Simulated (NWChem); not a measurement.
System: C3H8Si; SMILES C/C=C\[SiH3]

NWChem printed, in part:

```
             Northwest Computational Chemistry Package (NWChem) 7.3.0
             --------------------------------------------------------

                             Geometry "geometry" -> ""
                             -------------------------

 Output coordinates in angstroms (scale by  1.889725989 to convert to a.u.)

  No.       Tag          Charge          X              Y              Z
 ---- ---------------- ---------- -------------- -------------- --------------
    1 C                    6.0000     0.77278400    -1.82739200     0.00000000
    2 C                    6.0000    -0.61599500    -1.28194200     0.00000000
    3 C                    6.0000    -0.96606400     0.01384200     0.00000000
    4 Si                  14.0000     0.21248400     1.47234900     0.00000000
    5 H                    1.0000     0.94208000    -2.46674400    -0.88277800
    6 H                    1.0000     0.94208000    -2.46674400     0.88277800
    7 H                    1.0000     1.53996800    -1.03841900     0.00000000
    8 H                    1.0000    -1.41334700    -2.03874500     0.00000000
    9 H                    1.0000    -2.03944400     0.24117100     0.00000000
   10 H                    1.0000     1.10004400     1.47814000    -1.20610600
   11 H                    1.0000    -0.58244800     2.73753000     0.00000000
   12 H                    1.0000     1.10004400     1.47814000     1.20610600

 Effective nuclear repulsion energy (a.u.)     153.4281679990

  xc_inp: hfexch multiplicative factor not found.

                                 NWChem DFT Module
                                 -----------------

 Summary of "ao basis" -> "ao basis" (spherical)
 ------------------------------------------------------------------------------
       Tag                 Description            Shells   Functions and Types
 ---------------- ------------------------------  ------  ---------------------
 C                           6-31g*                  6       14   3s2p1d
 Si                          6-31g*                  8       18   4s3p1d
 H                           6-31g*                  2        2   2s

            General Information
            -------------------
          SCF calculation type: DFT
          Wavefunction type:  closed shell.
          No. of atoms     :    12
          No. of electrons :    40
           Alpha electrons :    20
            Beta electrons :    20
          Charge           :     0
          Spin multiplicity:     1
          Use of symmetry is: off; symmetry adaption is: off
          Maximum number of iterations: 150
          AO basis - number of functions:    76
                     number of shells:    42
          Convergence on energy requested:  1.00D-06
          Convergence on density requested:  1.00D-05
          Convergence on gradient requested:  5.00D-04

              XC Information
              --------------
                     Hartree-Fock (Exact) Exchange  1.000

      Superposition of Atomic Density Guess
      -------------------------------------

 Sum of atomic energies:        -405.78393028

      Non-variational initial energy
      ------------------------------

 Total energy =    -408.030736
 1-e energy   =    -860.366002
 2-e energy   =     298.907098
 HOMO         =      -0.294603
 LUMO         =       0.004494

     ---------------------------------------------
      Total Density - Mulliken Population Analysis
     ---------------------------------------------

    Atom       Charge   Shell Charges
 -----------   ------   -------------------------------------------------------
    1 C    6     6.69   2.00  0.72  2.04  0.68  1.23  0.03
    2 C    6     6.08   2.00  0.73  1.83  0.53  0.94  0.04
    3 C    6     6.56   2.00  0.74  1.99  0.63  1.17  0.03
    4 Si  14    13.64   2.00  2.00  5.97  0.98  1.71  0.30  0.55  0.12
    5 H    1     0.76   0.46  0.30
    6 H    1     0.76   0.46  0.30
    7 H    1     0.76   0.46  0.30
    8 H    1     0.80   0.47  0.33
    9 H    1     0.77   0.46  0.31
   10 H    1     1.06   0.47  0.59
   11 H    1     1.06   0.47  0.59
   12 H    1     1.06   0.47  0.59

   convergence    iter        energy       DeltaE   RMS-Dens  Diis-err
 ---------------- ----- ----------------- --------- --------- ---------
 d= 0,ls=0.0,diis     1   -407.0955459424 -5.61D+02  5.49D-03  2.31D-01
 d= 0,ls=0.0,diis     2   -407.1412313487 -4.57D-02  2.29D-03  2.03D-02
 d= 0,ls=0.0,diis     3   -407.1451941972 -3.96D-03  6.86D-04  4.32D-03
 d= 0,ls=0.0,diis     4   -407.1458629550 -6.69D-04  1.61D-04  1.03D-04
 d= 0,ls=0.0,diis     5   -407.1458840918 -2.11D-05  6.52D-05  1.15D-05
  Resetting Diis
 d= 0,ls=0.0,diis     6   -407.1458872396 -3.15D-06  1.79D-05  7.10D-07
 d= 0,ls=0.0,diis     7   -407.1458874887 -2.49D-07  4.77D-06  7.89D-08

         Total DFT energy =     -407.145887488674
      One electron energy =     -863.720543538816
           Coulomb energy =      341.901594501774
    Exchange-Corr. energy =      -38.755106450646
 Nuclear repulsion energy =      153.428167999015

 Numeric. integr. density =        0.000000000000

                       DFT Final Molecular Orbital Analysis
                       ------------------------------------

 Vector   18  Occ=2.000000D+00  E=-4.687598D-01
              MO Center= -1.1D-01,  2.0D+00, -6.3D-16, r^2= 2.3D+00
   Bfn.  Coefficient  Atom+Function         Bfn.  Coefficient  Atom+Function
  ----- ------------  ---------------      ----- ------------  ---------------
    74      0.363022  11 H  s                50      0.292330   4 Si py
    73      0.282274  11 H  s                49     -0.251501   4 Si px
    72     -0.142870  10 H  s                76     -0.142870  12 H  s
    46     -0.120676   4 Si py               71     -0.112101  10 H  s
    75     -0.112101  12 H  s                32     -0.106839   3 C  py

 Vector   19  Occ=2.000000D+00  E=-4.413899D-01
              MO Center= -4.5D-01,  7.1D-02,  2.0D-15, r^2= 3.3D+00
   Bfn.  Coefficient  Atom+Function         Bfn.  Coefficient  Atom+Function
  ----- ------------  ---------------      ----- ------------  ---------------
    31      0.285204   3 C  px               49     -0.247041   4 Si px
    50     -0.211926   4 Si py               32      0.208421   3 C  py
    35      0.201079   3 C  px               17     -0.170545   2 C  px
     3      0.159774   1 C  px               68      0.159368   8 H  s
    67      0.154534   8 H  s                69     -0.155111   9 H  s

 Vector   20  Occ=2.000000D+00  E=-3.578258D-01
              MO Center= -5.6D-01, -5.3D-01, -2.5D-15, r^2= 2.5D+00
   Bfn.  Coefficient  Atom+Function         Bfn.  Coefficient  Atom+Function
  ----- ------------  ---------------      ----- ------------  ---------------
    33      0.364676   3 C  pz               19      0.334760   2 C  pz
    37      0.317522   3 C  pz               23      0.278285   2 C  pz
    72      0.136510  10 H  s                76     -0.136510  12 H  s
     5     -0.106040   1 C  pz               62      0.103554   5 H  s
    64     -0.103554   6 H  s                61      0.082814   5 H  s

 Vector   21  Occ=0.000000D+00  E= 1.345439D-01
              MO Center= -4.5D-01,  3.5D-02, -2.8D-13, r^2= 4.4D+00
   Bfn.  Coefficient  Atom+Function         Bfn.  Coefficient  Atom+Function
  ----- ------------  ---------------      ----- ------------  ---------------
    55      0.769536   4 Si pz               72      0.562985  10 H  s
    76     -0.562985  12 H  s                23     -0.559349   2 C  pz
    37      0.360801   3 C  pz               19     -0.327556   2 C  pz
    62     -0.225783   5 H  s                64      0.225783   6 H  s
    33      0.213911   3 C  pz               51      0.154139   4 Si pz

 Vector   22  Occ=0.000000D+00  E= 1.694992D-01
              MO Center=  4.2D-01,  1.8D+00, -3.1D-15, r^2= 5.0D+00
   Bfn.  Coefficient  Atom+Function         Bfn.  Coefficient  Atom+Function
  ----- ------------  ---------------      ----- ------------  ---------------
    54      1.115694   4 Si py               53      1.056003   4 Si px
    34      0.981036   3 C  s                36      0.468941   3 C  py
    72     -0.351843  10 H  s                76     -0.351843  12 H  s
     6      0.287646   1 C  s                74     -0.236694  11 H  s
    20      0.223336   2 C  s                52     -0.186786   4 Si s

 Vector   23  Occ=0.000000D+00  E= 1.943429D-01
              MO Center=  5.1D-01,  6.1D-01, -4.4D-14, r^2= 5.6D+00
   Bfn.  Coefficient  Atom+Function         Bfn.  Coefficient  Atom+Function
  ----- ------------  ---------------      ----- ------------  ---------------
    53      1.123751   4 Si px               74      1.058204  11 H  s
     6     -0.827115   1 C  s                54     -0.754033   4 Si py
    66      0.458117   7 H  s                72     -0.455666  10 H  s
    76     -0.455666  12 H  s                 7     -0.331728   1 C  px
    70      0.314977   9 H  s                62      0.310517   5 H  s

     ---------------------------------------------
      Total Density - Mulliken Population Analysis
     ---------------------------------------------

    Atom       Charge   Shell Charges
 -----------   ------   -------------------------------------------------------
    1 C    6     6.54   2.00  0.64  2.06  0.70  1.09  0.05
    2 C    6     6.10   2.00  0.68  1.94  0.52  0.92  0.05
    3 C    6     6.49   2.00  0.65  1.97  0.64  1.19  0.03
    4 Si  14    13.33   2.00  2.00  5.98  0.91  1.81  0.18  0.25  0.20
    5 H    1     0.82   0.52  0.30
    6 H    1     0.82   0.52  0.30
    7 H    1     0.82   0.52  0.30
    8 H    1     0.82   0.52  0.29
    9 H    1     0.81   0.52  0.29
   10 H    1     1.15   0.50  0.65
   11 H    1     1.15   0.50  0.65
   12 H    1     1.15   0.50  0.65

     -------------------------------------------
      Total Density - Lowdin Population Analysis
     -------------------------------------------

    Atom       Charge   Shell Charges
 -----------   ------   -------------------------------------------------------
    1 C    6     6.36   1.99  0.54  1.87  0.44  1.44  0.08
    2 C    6     6.09   1.99  0.54  1.77  0.41  1.30  0.10
    3 C    6     6.38   1.99  0.55  1.82  0.45  1.50  0.06
    4 Si  14    13.62   2.00  1.98  5.89  0.64  1.65  0.38  0.84  0.24
    5 H    1     0.86   0.49  0.37
    6 H    1     0.86   0.49  0.37
    7 H    1     0.86   0.50  0.36
    8 H    1     0.87   0.50  0.37
    9 H    1     0.85   0.49  0.36
   10 H    1     1.08   0.50  0.58
   11 H    1     1.08   0.50  0.57
   12 H    1     1.08   0.50  0.58

     Multipole analysis of the density
     ---------------------------------

     L   x y z        total         alpha         beta         nuclear
     -   - - -        -----         -----         ----         -------
     0   0 0 0     -0.000000    -20.000000    -20.000000     40.000000

     1   1 0 0     -0.089609      0.230998      0.230998     -0.551605
     1   0 1 0     -0.501471     -0.216969     -0.216969     -0.067533
     1   0 0 1      0.000000      0.000000      0.000000      0.000000

     2   2 0 0    -25.471087    -57.649697    -57.649697     89.828307
     2   1 1 0     -0.247399      2.795798      2.795798     -5.838996
     2   1 0 1      0.000000      0.000000      0.000000      0.000000
     2   0 2 0    -25.276228   -172.574317   -172.574317    319.872405
     2   0 1 1     -0.000000     -0.000000     -0.000000      0.000000
     2   0 0 2    -27.363022    -21.659228    -21.659228     15.955435

                     NWChem Electrostatic Potential Fit Module
                     -----------------------------------------

 Atom parameters

 Number of atoms is                                   12
 Number of basis functions is                         76

 Grid parameters

 Maximum number of grid points is                  47145
 Number of grid points is                          47144
 Grid range                                     0.300000 nm
 Grid spacing                                   0.020000 nm
 Probe radius                                   0.070000 nm
 Atom radius factor                             1.000000

 Atomic radii

    1    0.100000
    6    0.147000
   14    0.187000
 FASTESP  F
  using M.O. file = ./job.movecs

    Atom              Coordinates                           Charge

                                                  ESP

    1 C     0.077278   -0.182739    0.000000    0.039084
    2 C    -0.061600   -0.128194    0.000000   -0.010138
    3 C    -0.096606    0.001384    0.000000   -0.446645
    4 Si    0.021248    0.147235    0.000000    0.691630
    5 H     0.094208   -0.246674   -0.088278    0.003392
    6 H     0.094208   -0.246674    0.088278    0.003667
    7 H     0.153997   -0.103842    0.000000    0.030964
    8 H    -0.141335   -0.203875    0.000000    0.080872
    9 H    -0.203944    0.024117    0.000000    0.145563
   10 H     0.110004    0.147814   -0.120611   -0.180796
   11 H    -0.058245    0.273753    0.000000   -0.176413
   12 H     0.110004    0.147814    0.120611   -0.181180
                                            ------------
                                                0.000000

 Dipole moment                                  0.465756

 Quadrupole moment Qxx                          0.377517
                   Qyy                          4.512224
                   Qzz                         -4.889740

 RMS deviation kJ/mol                           0.060585

 RRMS %                                        58.709383
```

Level: Hartree-Fock/6-31G* (spherical d). Coordinates come from a PBE0/def2-SVP optimisation.

Q: Write an input that gives this output.

A: This is not unique; one that fits is the input that was run:
```
start job
memory heap 200 mb stack 900 mb global 1100 mb
geometry units angstroms noautosym nocenter noautoz
  C      0.772784    -1.827392     0.000000
  C     -0.615995    -1.281942     0.000000
  C     -0.966064     0.013842     0.000000
  Si     0.212484     1.472349     0.000000
  H      0.942080    -2.466744    -0.882778
  H      0.942080    -2.466744     0.882778
  H      1.539968    -1.038419     0.000000
  H     -1.413347    -2.038745     0.000000
  H     -2.039444     0.241171     0.000000
  H      1.100044     1.478140    -1.206106
  H     -0.582448     2.737530     0.000000
  H      1.100044     1.478140     1.206106
end
basis spherical
  C library 6-31g*
  Si library 6-31g*
  H library 6-31g*
end
dft
  xc hfexch
  iterations 150
  mulliken
end
task dft energy
esp
  recalculate
  probe 0.07
  range 0.3
  factor 1.0
  spacing 0.02
end
task esp
```
